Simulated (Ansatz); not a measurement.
Start from `O=COC(F)(F)F` and change one atom or group to get `FC(F)(F)S`.

Ansatz, PBE0-D4/def2-TZVP geometries, multiplicity 1. Each molecule was computed in one conformer, which needn't be the lowest.

| property | `O=COC(F)(F)F` |
| --- | --- |
| size of the dipole moment (PBE/def2-TZVPP) / D | 1.87 |
| HOMO energy (ωB97M-V/def2-TZVPP) / eV | -11.74 |
| zero-point energy (PBE0-D4/def2-TZVP) / kJ/mol | 102.6 |
| size of the dipole moment (ωB97M-V/def2-TZVPP) / D | 2.06 |
| HOMO energy (PBE0/def2-TZVPP) / eV | -9.29 |
| LUMO energy (PBE/def2-TZVPP) / eV | -2.15 |

Q: Give the same properties after the change, and the shifts. (Estimate.)

A: Ansatz gave: 
```
                                          property  `FC(F)(F)S`  shift
    size of the dipole moment (PBE/def2-TZVPP) / D         1.30  -0.57
             HOMO energy (ωB97M-V/def2-TZVPP) / eV       -10.49   1.25
    zero-point energy (PBE0-D4/def2-TZVP) / kJ/mol         62.0  -40.6
size of the dipole moment (ωB97M-V/def2-TZVPP) / D         1.48  -0.58
                HOMO energy (PBE0/def2-TZVPP) / eV        -8.22   1.07
                 LUMO energy (PBE/def2-TZVPP) / eV        -1.38   0.77
```

With PBE0 the HOMO rises by 1.07 eV and the LUMO rises by 0.63 eV, so the gap narrows by about 0.44 eV. PBE moves the HOMO by 0.71 eV and ωB97M-V by 1.25 eV. The zero-point energy changes by -40.6 kJ/mol with -6 modes. Dipoles are sizes alone; their direction can turn.
